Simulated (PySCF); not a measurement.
**Two probes of the same atoms: core binding energy and nuclear shielding**

Compound: C₄H₇B.
Numbering: `[BH2:1][C@H:2]1[CH:3]=[CH:4][CH2:5]1`

Binding energies: delta-SCF UKS SCAN, pcX-2 on the ionised atom, pcseg-1 elsewhere, spin-free X2C (PySCF). Shieldings: GIAO CAM-B3LYP/pcSseg-2, non-relativistic, same geometry.

```csv
atom,C 1s (eV)
C2,290.43
C3,290.24
C4,290.16
C5,290.68
```

Task: What are the absolute isotropic shieldings of these atoms?

Result: 
```tsv
atom	environment	C 1s (eV)	isotropic shielding (ppm)
C4	alkene CH carbon	290.16	33.6
C3	alkene CH carbon	290.24	28.9
C2	sp3 carbon bound to boron	290.43	123.0
C5	allylic carbon	290.68	143.8
```

Task: Among the listed atoms, is the one with the highest binding energy also the least shielded?

Result: No. The highest binding energy is at C5 (290.68 eV, shielding 143.8 ppm), the lowest shielding at C3 (28.9 ppm, 290.24 eV).

By binding energy: C4 < C3 < C2 < C5. By shielding: C3 < C4 < C2 < C5.

Geometry: PBE0-D3(BJ)/def2-SVP, one conformer, isolated molecule.
